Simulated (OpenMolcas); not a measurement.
Pt3+: moving or changing the point charges

Pt3+ among 6 point charges of -1.7 e arranged as an octahedron (Oh), 2.12 Å from the ion.

| Quantity | Value |
| --- | --- |
| Program | OpenMolcas |
| Method | CASSCF |
| Basis | ANO-RCC-VDZP [7s6p4d2f] |
| Scalar Hamiltonian | DKH2, point nucleus |
| Active space | 7 electrons in 5 orbitals (5d) |
| State averaging | 2S+1 = 4 even, 10 roots; 2S+1 = 2 even, 40 roots |
| Spin-orbit coupling | RASSI with atomic mean-field integrals over the reference wave functions |

Runs around this geometry, states (labels of O, the rotations of Oh). Energies in cm-1 above the lowest state or level, χT in cm3 K/mol; under a threefold ground state the first gap can be a small split of the lowest multiplet, not the spin-orbit step; 10Dq and B are least-squares fits to the states below 45000 cm-1, weighted by degeneracy, with a free offset, and given where the rms deviation is under 5 % of |10Dq| (or 100 cm-1) and under 700 cm-1.

```csv
R (Å),q (e),Ground state,First state of that spin,10Dq,B (rms of fit),First gap with spin-orbit (degeneracies),χT at 300 K,First state of another spin
2.12,-1.36,4T1,4T2 5291,5904,887 (121),"866.4 (2, 4)",3.531,2E 11535
2.12,-1.7,4T1,4T2 6688,7373,886 (158),"950.4 (2, 4)",3.383,2E 10262
2.3,-1.7,4T1,4T2 4527,5075,888 (109),"793.9 (2, 4)",3.648,2E 12269
```

Taking |10Dq| as R^-n, n = -ln(5075 / 7373) / ln(2.3 / 2.12) = 4.6 between the shortest and longest distance. The point-charge formula for a cubic d site gives n = 5.

Scaling the charges by -1.36 / -1.7 = 0.80 scales |10Dq| by 5904 / 7373 = 0.80; with fixed orbitals a first-order splitting would follow the charge.

An orbital triplet at a regular site is open to Jahn-Teller coupling, which can distort the site and quench the lowest spin-orbit gaps and is left out. Without dynamic correlation the repulsion within the d shell is too large (B by tens of per cent), so at a given field states of lower spin stand too high. This shell can be high or low spin here, a state of another spin lies low, and with metal d orbitals alone active their balance is uncertain, so the ground spin may be wrong. Point charges give a weaker field than real ligands, and real ions of this kind are as a rule low spin; the high spin found here belongs to the model. This field is weak: 10Dq is about 5904 cm-1, while octahedral complexes of 5d ions of charge 3 and more, computed by the same method with explicit ligands, had a median near 35000 cm-1. Ground spin and moment need not be those of a real site (figures for R = 2.12, q = -1.36; the like holds for R = 2.12, q = -1.7, R = 2.3, q = -1.7). This is an electrostatic model: the charges have no orbitals. No measured value stands beside these numbers.
